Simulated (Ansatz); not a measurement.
Isomers of Mg₂Br₂⁺ (doublet), relaxed with r2SCAN-D4/def2-SVP; total energies from Ansatz at ωB97X-V/def2-TZVP.

| isomer | description | energy (Eh) |
| --- | --- | --- |
| A | point group Cs; 3 × Br–Mg 2.31 to 2.66 Å | -5547.82574 |
| B | point group D2h; 4 × Br–Mg 2.54 Å | -5547.81933 |

The isomers come from a short search, and lower ones may exist.

Problem. Work out the relative energies (1 Eh = 2625.5 kJ/mol) and the Boltzmann populations at 1200 K from electronic energies alone (R = 8.314 J/mol/K).

Solution. ΔE: A 0.0, B 16.8 kJ/mol. RT = 9.98 kJ/mol. Factors exp(−ΔE/RT): A 1, B 0.186; sum 1.186. Populations: A 84.3 %, B 15.7 %. Zero-point energy, vibrational entropy and symmetry numbers are left out and can shift these; an error of 4 kJ/mol changes a ratio by a factor of 1.5. Over the other density-functional and correlated levels in def2 sets, the gap between A and B ranges from -29 to 13 kJ/mol.
